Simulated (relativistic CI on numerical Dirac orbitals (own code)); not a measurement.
Main line and satellite in the 2p photoemission of Cu2+: a two-state model

Problem. An octahedral Cu2+ site (d9) has Δ = 2.7, V(eg) = 2.8, 10Dq = 0.85, 10Dq(ligand) = 0.1 and a core-hole attraction U_cd = 10.6 eV; the hopping is scaled by 0.8 in the final state. Δ is defined between configuration averages. Find the d count, the distance of the satellite and its intensity.

Working.
1. The hole has eg symmetry. Its energy is −0.6 × 10Dq in d9 and Δ − 0.6 × 10Dq(ligand) in d10L, so the gap is Δ' = 3.15 eV.
2. Ground state cos θ |d9⟩ − sin θ |d10L⟩ with tan 2θ = 2V/Δ', θ = 30.3°: weights 0.745 and 0.255, n_d = 9.255.
3. The core hole pulls d10L down by U_cd: the gap becomes Δ' − U_cd = -7.45 eV, the hopping is V' = 2.24 eV, and tan 2θ' = 2V'/(Δ' − U_cd) gives θ' = 74.5°.
4. The two final states lie W = √[(Δ' − U_cd)² + 4V'²] = 8.69 eV apart. The lower, mostly d10L, is the main line.
5. In the sudden approximation the intensities are cos²(θ' − θ) and sin²(θ' − θ), so satellite/main = tan²(44.2°) = 0.94.

Check. The full cluster calculation (with spin-orbit coupling and 2p-3d multiplets, which spread the d9 satellite) gives n_d = 9.254; in its broadened 2p3/2 spectrum, cut halfway, the centroids lie 8.68 eV apart with an area ratio of 0.94.
